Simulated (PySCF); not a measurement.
A structure optimised at PBE-D3(BJ)/def2-SVPD, used in a PySCF frequency run:

```
Al
F 1 1.7300
F 1 1.7300 2 109.47
F 1 1.7300 2 109.47 3 120.00
F 1 1.7300 2 109.47 3 -120.00
```
Charge -1, spin multiplicity 1.

Write its SMILES, formula and point group.

[F][Al-]([F])([F])[F], AlF4, Td

What are its rotational constants (standard atomic weights)?

3.3331, 3.3331, 3.3331 GHz
